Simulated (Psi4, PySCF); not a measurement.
Approach curve of the dimer Cl2OTi ··· H2O (SMILES [O]=[Ti]([Cl])[Cl] and O). Monomers: optimised at B3LYP-D3(BJ) (def2-TZVP), held rigid. Orientation: lowest of the rigid-body minima from ten starts at GFN2-xTB (searched outside a hard wall at short contacts). R is the distance of the centres of mass, along which the second monomer moves. The shortest distances reach bonding range, where SAPT0 and rigid monomers are unreliable.

Levels of theory: RKS-LDA (SVWN5)/6-31G* = restricted LDA (SVWN5)/6-31G*, spherical d, no counterpoise correction (PySCF); RKS-M06-2X/6-31G* = restricted M06-2X/6-31G*, spherical d, no counterpoise correction (PySCF); RHF/3-21G = restricted Hartree-Fock/3-21G, no counterpoise correction (PySCF 2.14.0); wB97M-V/def2-TZVP, counterpoise-corrected (Psi4).

Interaction energies in kJ/mol; the last columns give the difference from wB97M-V:

| R / Å | RKS-LDA (SVWN5)/6-31G* | RKS-M06-2X/6-31G* | RHF/3-21G | wB97M-V/def2-TZVP | RKS-LDA (SVWN5)/6-31G* − wB97M-V/def2-TZVP | RKS-M06-2X/6-31G* − wB97M-V/def2-TZVP | RHF/3-21G − wB97M-V/def2-TZVP |
|---|---|---|---|---|---|---|---|
| 2.15 | -186.92 | -160.63 | -207.13 | -112.36 | -74.55 | -48.26 | -94.77 |
| 2.35 | -176.32 | -158.86 | -200.11 | -113.82 | -62.50 | -45.04 | -86.29 |
| 2.52 | -155.73 | -142.34 | -179.76 | -102.24 | -53.49 | -40.09 | -77.51 |
| 2.74 | -125.76 | -115.03 | -148.44 | -82.94 | -42.82 | -32.09 | -65.50 |
| 3.05 | -88.58 | -79.97 | -107.11 | -58.26 | -30.32 | -21.71 | -48.85 |
| 3.31 | -64.90 | -57.74 | -79.54 | -42.51 | -22.38 | -15.23 | -37.03 |
| 3.87 | -33.66 | -29.76 | -42.13 | -21.83 | -11.82 | -7.93 | -20.29 |
| 4.59 | -16.52 | -15.05 | -21.66 | -10.16 | -6.36 | -4.89 | -11.50 |
| 5.52 | -7.36 | -6.79 | -10.79 | -4.47 | -2.89 | -2.33 | -6.32 |
| 6.86 | -2.06 | -2.11 | -3.40 | -1.75 | -0.31 | -0.36 | -1.65 |

RKS-LDA (SVWN5)/6-31G* is furthest from wB97M-V/def2-TZVP at 2.15 (-74.55 kJ/mol, below); its mean absolute difference over the points is 30.75 kJ/mol.

RKS-M06-2X/6-31G* is furthest from wB97M-V/def2-TZVP at 2.15 (-48.26 kJ/mol, below); its mean absolute difference over the points is 21.79 kJ/mol.

RHF/3-21G is furthest from wB97M-V/def2-TZVP at 2.15 (-94.77 kJ/mol, below); its mean absolute difference over the points is 44.97 kJ/mol.
